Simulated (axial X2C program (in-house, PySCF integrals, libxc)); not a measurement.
## Worked dissociation energy of InH⁺: PBEsol, with spin–orbit coupling

All values were computed with an in-house all-electron X2C program for linear molecules (integrals from PySCF). Two-component (2c) means X2C with spin–orbit coupling and atomic mean-field two-electron Coulomb and Gaunt terms. Basis: In dyall-cv3z [11s12p9d4f1g], H dyall-v3z [6s2p1d] (cores contracted in-house); Gaussian nuclei, density fitting, unrestricted open shells. Masses: In 114.904 u, H 1.008 u.

Molecular state: Ω = 1/2 (⟨Sz⟩ = 0.50, ⟨Lz⟩ = 0.00 at PBEsol).

| Item | Value |
| --- | --- |
| E(In+) (2M_J = 0) | -5875.150753 hartree |
| E(H) (2M_J = 1) | -0.488711 hartree |
| E(InH⁺) at Re | -5875.655849 hartree |
| ωe | 1078.4 cm⁻¹ |
| ωexe | 105 cm⁻¹ |

Question: Work out De and D0.

Answer: De = -5875.150753 + (-0.488711) − (-5875.655849) = 0.01638 hartree = 0.446 eV. The zero-point energy is ωe/2 − ωexe/4 = 513 cm⁻¹ = 0.064 eV, so D0 = 0.382 eV.

Occupations by symmetry block were frozen at the best pattern of an incomplete PBE0 search. Dissociation energies refer to the lowest single-determinant-based atoms at the same level and basis. Density functionals use the spin component along the axis (collinear).

The bond is weak, and without diffuse functions and with truncated virtuals even CCSD(T) can be tens of per cent off in De.

Each atomic determinant is the lowest at this level and need not be a pure J level. Totals compare only within one Hamiltonian and basis.
